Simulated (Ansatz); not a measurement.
`PB1C[SiH2]1` + HI → `IB1C[SiH2]1` + PH₃ at 600 K and 1 bar (cleavage of the B–P bond).

Program: Ansatz. Geometries: PBE0-D4/def2-TZVP. ΔE: electronic, gas phase. CCSD(T)/CBS is the MP2 limit (def2-TZVPP, def2-QZVPP) plus CCSD(T) − MP2 in def2-TZVPP, frozen cores. This one scheme is used for every species. Elements past krypton have def2 core potentials. For I outer-core shells are correlated without core-valence functions, which leaves a few kJ/mol of doubt a bond. Each species was taken in one conformer, which may not be the lowest.

```
      species  CCSD(T)/CBS energy (Eh)  H − E (kJ/mol)  S (J/(mol·K))
`PB1C[SiH2]1`               -696.40651           226.2          420.8
           HI               -298.03592            31.6          227.0
`IB1C[SiH2]1`               -651.73646           171.9          407.9
          PH₃               -342.72256            86.3          240.2
```

H − E and S are ideal-gas, rigid-rotor, harmonic terms from PBE0-D4/def2-TZVP, for one conformer and one mirror image of each species. 1 Eh = 2625.50 kJ/mol, R = 8.31446 J/(mol·K).

Question: By hand: ΔE, ΔH, ΔS and ΔG.

Answer: ΔE = (-651.73646) + (-342.72256) − (-696.40651) − (-298.03592) = -0.01659 Eh = -43.6 kJ/mol. Δ(H − E) = 171.9 + 86.3 − 226.2 − 31.6 = 0.4, so ΔH = -43.2 kJ/mol. ΔS = 407.9 + 240.2 − 420.8 − 227.0 = 0.3 J/(mol·K). ΔG = -43.2 − 600 × (0.3)/1000 = -43.4 kJ/mol.

Question: By hand: the equilibrium constant, and the temperature at which ΔG would vanish if ΔH and ΔS stayed fixed.

Answer: log₁₀ K = −ΔG/(RT ln 10) = 3.8. ΔH and −TΔS have one sign here, so there is no such temperature.

The number of gas molecules stays the same, so ΔS is small and ΔH decides. A doubt of 5 kJ/mol in ΔE shifts log₁₀ K by 0.4 here. Other conformers and mirror images would add mixing entropy, several J/(mol·K) or more a flexible species. These are equilibria of isolated gas molecules and say nothing of rates. Largest T1 diagnostic: 0.017 (customary marks: 0.02 for closed shells, 0.045 for open ones).

ΔS is within the doubt of such terms, so its sign, and with it that verdict, could turn.
